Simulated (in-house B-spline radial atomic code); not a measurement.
Results of a calculation; reference values are marked as such.
# Two electrons in Ge: a Gaussian well −V exp(−r²/w²) with V = 302 meV and w = 71.4 nm

For Ge the NSM archive of the Ioffe Institute lists m_l = 1.6 m0, m_t = 0.08 m0 and ε = 16.2; the model takes one isotropic valley with the conductivity mass 3/(1/m_l + 2/m_t) = 0.117 m0, and so misses anisotropy and the other valleys. All triplets below are those of one valley; with several valleys two electrons can form a triplet in the 1s orbital itself, at an energy set by the valley splitting.

Effective-mass model with parabolic bands, a uniform dielectric constant, no image charges, no central-cell or spin-orbit terms. Two-electron levels come from full CI in B-splines with partial waves to l = 5 (up to 0.001 effective hartree above the limit).

What are the effective units, and what is the potential in them?

Ha* = 27211.386 meV × 0.117/16.2² = 12.13 meV and a* = 0.0529177 nm × 16.2/0.117 = 7.327 nm. V = 24.9 Ha* and w = 9.74 a*.

In these units the lowest s and p orbitals lie at -23.823112 and -23.111813, and their Coulomb and exchange integrals are J_ss = 0.673354, J_sp = 0.559750 and K_sp = 0.1116. Full CI gives -47.039083 for the ground singlet, -46.503587 for the sp triplet, -46.329483 for the sp singlet and -45.806236 for the lowest triplet of two s orbitals.

What does it cost to add the second electron, to first order and exactly?

To first order E = 2ε_s + J_ss = -46.972870, so the charging energy E(2) − 2E(1) is J_ss = 8.169 meV. CI gives -47.039083 − 2 × (-23.823112) = 0.607141, or 7.365 meV: relaxation and correlation lower it by 0.8033 meV, 9.8 % of J_ss. The s² configuration of one-electron orbitals holds 96.5 % of the state, and the mean radius is 10.6 nm. The second electron is bound by ε_s − E = 281.6 meV, against 289 meV for the first.

How far above the singlet do the triplets lie?

To first order the sp triplet lies at ε_s + ε_p + J_sp − K_sp = -46.486806, which is 5.897 meV above 2ε_s + J_ss. CI gives -46.503587 − (-47.039083) = 0.535496, or 6.496 meV, 75 % of the orbital spacing of 8.629 meV. The ss triplet lies 14.96 meV up, so the lower of the two is the sp one, and its gap equals k_BT at 75.4 K. The sp singlet-triplet splitting is 2.112 meV, against 2K_sp = 2.708 meV.
